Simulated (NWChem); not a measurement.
System: C2H6N, doublet; SMILES C[N]C

Computed with NWChem. Spin-unrestricted. Geometry: optimised at PBE0/def2-SVP, spin-unrestricted. No stability test was run on the SCF state. Level: M06-2X/def2-SVP with COSMO at NWChem's default radii, gas-phase geometry; the question gives the dielectric constant. Reactions with the solvent are ignored.

Problem. What does the run give for dielectric constant 1.5? Quantities: electrostatic solvation energy (kcal/mol); dipole in solution (D).

Solution. 
| Item | Value |
|---|---|
| electrostatic solvation energy (kcal/mol) | -1.2 |
| dipole in solution (D) | 1.94 |
